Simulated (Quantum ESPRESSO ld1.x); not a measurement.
The mean radii <r> (bohr) of the occupied orbitals of an atom or ion are listed with their occupations. Calculated with ld1.x of Quantum ESPRESSO 7.5: scalar-relativistic Kohn-Sham, LDA (Slater exchange, Perdew-Zunger correlation), spin-polarised, spherical densities, point nucleus.

| orbital | occ. | <r> |
|---|---|---|
| 1s | 2 | 0.02221 |

Name the element and its charge. Open shells, if any, are filled with parallel spins first.

Answer. Z = 63, europium, charge +61: Eu61+ in [He]. The 1s radius gives Z: for a bare nucleus <r> = (2 gamma + 1)/(2Z) with gamma = sqrt(1 - (Z/c)^2), 0.02203 bohr for Z = 63, and screening makes it slightly larger (0.02221 here). The occupations add up to 2, and the charge is Z minus that.
